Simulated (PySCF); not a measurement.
Si(CCH)(Cl)2(H) (C2H2Cl2Si), SMILES C#C[SiH](Cl)Cl. The structure is a stationary point at PBE-D3(BJ)/def2-SVP.

Q: Give the equilibrium geometry at PBE-D3(BJ)/def2-SVP (PySCF confirms it by a frequency run) as bond lengths and angles, and its point group. (An estimate is asked for; the answer gives what the named calculation found.)

A: point group Cs.
Atoms: Si1 Cl2 Cl3 C4 C5 H6 H7. Bonds (Å): Si1–Cl2 2.069, Si1–Cl3 2.069, Si1–C4 1.823, Si1–H6 1.491, C4–C5 1.228, C5–H7 1.083. Bond angles (°): Cl2–Si1–Cl3 109.5, Cl2–Si1–C4 109.0, Cl2–Si1–H6 108.9, Cl3–Si1–C4 109.0, Cl3–Si1–H6 108.9, C4–Si1–H6 111.5, Si1–C4–C5 179.1, C4–C5–H7 179.8.
